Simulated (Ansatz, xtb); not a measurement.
## Relative energy of two isomers of C7H8O

Structure a: `O=CC1=CC=CCC1`, a singlet. Structure b: `O=CC1=CCCC=C1`, a singlet. Both are isolated molecules in the gas phase, relaxed with PBE0-D3(BJ)/def2-SVP, each in the lowest conformer that the search found.

a (Å):

```yaml
atoms:
  - { symbol: C, position_ang: [-1.2090, 1.8068, -1.3389] }
  - { symbol: C, position_ang: [-0.5007, 0.6171, -0.8597] }
  - { symbol: C, position_ang: [0.7752, 0.3859, -1.2494] }
  - { symbol: C, position_ang: [1.4911, -0.7946, -0.7977] }
  - { symbol: C, position_ang: [1.0072, -1.5204, 0.2293] }
  - { symbol: C, position_ang: [-0.2577, -1.1186, 0.9287] }
  - { symbol: C, position_ang: [-1.2176, -0.3834, -0.0004] }
  - { symbol: O, position_ang: [-2.3522, 2.0814, -1.0564] }
  - { symbol: H, position_ang: [-0.6013, 2.4706, -2.0078] }
  - { symbol: H, position_ang: [1.2755, 1.0946, -1.9181] }
  - { symbol: H, position_ang: [2.4421, -1.0559, -1.2680] }
  - { symbol: H, position_ang: [1.5727, -2.3769, 0.6090] }
  - { symbol: H, position_ang: [-0.7507, -1.9958, 1.3745] }
  - { symbol: H, position_ang: [0.0213, -0.4689, 1.7829] }
  - { symbol: H, position_ang: [-2.0211, 0.1192, 0.5570] }
  - { symbol: H, position_ang: [-1.7208, -1.1064, -0.6707] }
```

b (Å):

```
atom    x (Å)    y (Å)    z (Å)
   C  -3.4244   0.4084  -0.7328
   C  -2.0219   0.3564  -0.2845
   C  -1.3969  -0.8364  -0.1764
   C  -0.0029  -0.9157   0.3576
   C   0.8056   0.3441   0.0501
   C   0.0007   1.5977   0.2478
   C  -1.3295   1.5956   0.0741
   O  -4.0801   1.4181  -0.8106
   H  -3.8599  -0.5896  -1.0009
   H  -1.9382  -1.7577  -0.4193
   H  -0.0807  -1.0507   1.4561
   H   0.5139  -1.8127  -0.0161
   H   1.1531   0.3190  -1.0021
   H   1.7193   0.3629   0.6635
   H   0.5274   2.5302   0.4710
   H  -1.9318   2.5032   0.1523
```

Energies in hartree; the thermal terms are from GFN2-xTB frequencies at re-optimised GFN2-xTB minima (ideal gas, soft modes damped towards free rotors, one conformer each, 298.15 K, 1 atm) and include the zero-point energy:

|  | a | b |
| --- | --- | --- |
| E, CCSD(T)/def2-SVP | −345.519207 | −345.517035 |
| E, MP2/def2-SVP | −345.414179 | −345.411402 |
| E, MP2/def2-TZVPP | −346.042944 | −346.039981 |
| zero-point energy | 0.128164 | 0.127944 |
| H(298 K) − E | 0.136411 | 0.136277 |
| G(298 K) − E | 0.096536 | 0.096202 |

Task: Correct the CCSD(T) difference for the basis set by the MP2 change, then work out ΔE, ΔE₀, ΔH and ΔG for a → b in kcal/mol (1 Eh = 627.51 kcal/mol) and the equilibrium ratio [b]/[a].

Result: 1. Differences b − a: CCSD(T) +0.002172, MP2 in the small set +0.002777, MP2 in the large set +0.002963 Eh.
2. ΔE = +0.002172 + (+0.002963 − (+0.002777)) = +0.002358 Eh = +1.48 kcal/mol.
3. ΔE₀ = ΔE + ΔZPE = +0.002358 + (−0.000220) Eh = +1.34 kcal/mol.
4. ΔH = ΔE + (−0.000134) Eh = +1.40 kcal/mol.
5. ΔG = ΔE + (−0.000334) Eh = +1.27 kcal/mol, so ΔS = (ΔH − ΔG)/T = +1.8 J/(mol K).
6. kT = 0.9442 mEh, so K = [b]/[a] = exp(−ΔG/kT) = exp(−2.14) ≈ 0.12.

Structure a is favoured at this temperature. An error of 1 kcal/mol in ΔG would change K by a factor of 5.4. Mirror images and further conformers aren't counted.

As drawn, both hold the same kinds of bond in the same numbers.

Other levels gave ΔE = +2.3 (GFN2-xTB); +0.1 (HF/STO-3G, GFN2-xTB geometries); +2.6 (r2SCAN-D4/def2-SVP, GFN2-xTB geometries); +2.1 (PBE0-D3(BJ)/def2-SVP); +0.9 (HF/def2-SVP); +1.7 (MP2/def2-SVP); +1.4 (CCSD(T)/def2-SVP) kcal/mol. The correlated steps freeze 8 core orbitals. Programs: Ansatz 0.2.0, xtb 6.7.1.
